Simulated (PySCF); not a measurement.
CBrF2, SMILES F[C](F)Br (connectivity only; charge and spin as stated), charge +1, multiplicity 1.

Geometry: PBE-D3(BJ)/def2-SVP. The multiplicity is an assumed one; other spin states were not compared. The isomer is the one that the SMILES or the coordinates give; other isomers of the formula were not compared.

Calculation: PBE0/def2-TZVPD in PySCF.

Symmetry labels are those of the subgroup C2v that the program uses (full group C2v).

Computed valence orbital energies around the gap with their symmetry:
```csv
orbital,symmetry,energy (eV)
HOMO−7,B2,-25.20
HOMO−6,B1,-23.77
HOMO−5,A1,-23.70
HOMO−4,A2,-21.21
HOMO−3,B2,-20.81
HOMO−2,A1,-20.03
HOMO−1,B1,-16.92
HOMO,B2,-16.38
LUMO,B1,-10.13
LUMO+1,A1,-7.40
LUMO+2,A1,-4.83
LUMO+3,B2,-3.43
```
